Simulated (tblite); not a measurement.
Run record: tight-binding relaxation, `C1(=C)C=CBC=C1B(Cl)Cl`.

Computed with GFN2-xTB geometry optimisation, gas phase (tblite 0.8.0). Start geometry: from a force field or distance geometry. A driver script takes a list of jobs; this job's settings line and coordinates (Å) are shown.

Command:
```bash
OMP_NUM_THREADS=1 python probes_run.py task.json out
```

Input:
```
{"job": {"kind": "relax", "xc": "GFN2-xTB", "basis": "xTB"}, "charge": 0, "multiplicity": 1}
C      0.333600    -2.128100    -0.332600
C     -0.128000    -0.885500    -0.079700
C     -1.585700    -0.701600     0.068900
C     -2.154600     0.522000     0.073100
B     -1.258700     1.784200    -0.012400
C      0.282700     1.548500    -0.025300
C      0.798800     0.305900    -0.013500
B      2.380100     0.152000     0.129800
Cl     3.095000    -1.132400     1.255600
Cl     3.505900     1.476100    -0.470100
H     -0.361400    -2.965200    -0.396800
H      1.362100    -2.333500    -0.531100
H     -2.251100    -1.561800     0.128400
H     -3.224000     0.619700     0.155400
H     -1.721900     2.881700     0.005000
H      0.919600     2.426800     0.033800
```

Output:
```
step      E/eV     max force
  0    -746.86673    1.889
  1    -747.01037    1.541
  2    -747.16129    0.787
  3    -747.20585    0.906
  4    -747.23360    0.585
  5    -747.24654    0.340
  6    -747.25432    0.232
  7    -747.25891    0.228
  8    -747.26220    0.160
  9    -747.26451    0.133
... (30 lines left out)
 40    -747.27148    0.015
 41    -747.27152    0.013
 42    -747.27154    0.013
 43    -747.27157    0.013
 44    -747.27159    0.011
 45    -747.27160    0.012
 46    -747.27163    0.014
 47    -747.27165    0.014
 48    -747.27168    0.011
 49    -747.27169    0.008
```

«max force» is the largest atomic force in eV/Å.

Problem. From which step on does the largest force stay under 0.1 eV/Å, and how much energy is left to gain from there?

Solution. From step 10 (0.083 eV/Å), 5.6 meV above the end.

Summary of the converged run: energy lowered by 9.3 kcal/mol over 49 steps; largest atomic force 0.008 eV/Å at the end.

Problem. Where do the atoms end?

Solution. 0.082 Å rms from the input after alignment:
```
atom  x, y, z in Å
C1     0.3440   -2.0920   -0.3488
C2    -0.1154   -0.8566   -0.0765
C3    -1.5481   -0.6644    0.0647
C4    -2.1332    0.5463    0.1199
B5    -1.2740    1.8115    0.0062
C6     0.2473    1.5539    0.0024
C7     0.7840    0.3018    0.0015
B8     2.3300    0.1460    0.1941
Cl9    3.0115   -1.0707    1.2138
Cl10   3.4128    1.2939   -0.4958
H11   -0.3299   -2.9303   -0.4202
H12    1.3838   -2.2994   -0.5264
H13   -2.1336   -1.5766    0.0834
H14   -3.2127    0.5758    0.2053
H15   -1.7213    2.8891   -0.0748
H16    0.9471    2.3807    0.0399
```

Hardware: an Arm Neoverse V2 with one thread, on a shared host. Cost: 0.39 s wall.
Labels such as C1 count atoms from 1, the log's own numbers from 0.
